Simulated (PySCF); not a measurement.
Two species compared at the same levels of theory.

First species: C6H8F3OP.
SMILES: `C=C[P@](=O)(CC)C(F)=C(F)F`

Second species: C₄H₉ClO₂Si₂.
Numbering: `[CH3:1][C:2](=[O:3])[C@@H:4]1[CH2:5][SiH2:6][O:7][Si@H:8]1[Cl:9]` (hydrogens: H10, H11, H12 on C1; H13 on C4; H14, H15 on C5; H16, H17 on Si6; H18 on Si8)

Geometry (GFN2-xTB, Å), atoms numbered from 1 in this order:
```xyz
18
C4H9ClO2Si2 angstrom
C      2.5118    0.4589    0.0783
C      1.0589    0.5924   -0.3005
O      0.5585    1.6535   -0.6041
C      0.2466   -0.6518   -0.2403
C     -0.9336   -0.5373   -1.2133
Si    -2.1619    0.6998   -0.4344
O     -1.8053    0.3578    1.1610
Si    -0.5443   -0.5747    1.5223
Cl    -1.1268   -2.3974    2.1078
H      2.9522    1.4394    0.2394
H      2.6166   -0.1501    0.9727
H      3.0426   -0.0356   -0.7341
H      0.8621   -1.5347   -0.4154
H     -0.5754   -0.2460   -2.2006
H     -1.4112   -1.5139   -1.3162
H     -1.9974    2.1257   -0.6098
H     -3.5386    0.2253   -0.5691
H      0.2364    0.0952    2.5447
```

Levels: PBE0/pcSseg-1 for HOMO energy, LUMO energy and HOMO–LUMO gap. Geometries: GFN2-xTB. Each structure is a single optimised conformer of the isolated species, non-relativistic unless stated. Electronic properties by PySCF.

The conformers computed, where there is a choice (atom-mapped SMILES and torsion angles):
- `[CH2:1]=[CH:2][P@:3](=[O:4])([CH2:5][CH3:6])[C:7]([F:8])=[C:9]([F:10])[F:11]`: C1–C2–P3–O4 -1°, C2–P3–C5–C6 176°, C2–P3–C7–F8 114°

The conformers of `CC(=O)[C@@H]1C[SiH2]O[Si@H]1Cl` aren't listed.

Values for the first species:

* HOMO energy: -7.63 eV
* LUMO energy: -0.94 eV
* HOMO–LUMO gap: 6.69 eV

Task: Estimate the same properties for the second species, and the change in each.

Result: 
| property | first | second | second less first |
| --- | --- | --- | --- |
| HOMO energy | -7.63 eV | -7.50 eV | +0.13 eV |
| LUMO energy | -0.94 eV | -0.83 eV | +0.11 eV |
| HOMO–LUMO gap | 6.69 eV | 6.67 eV | -0.02 eV |

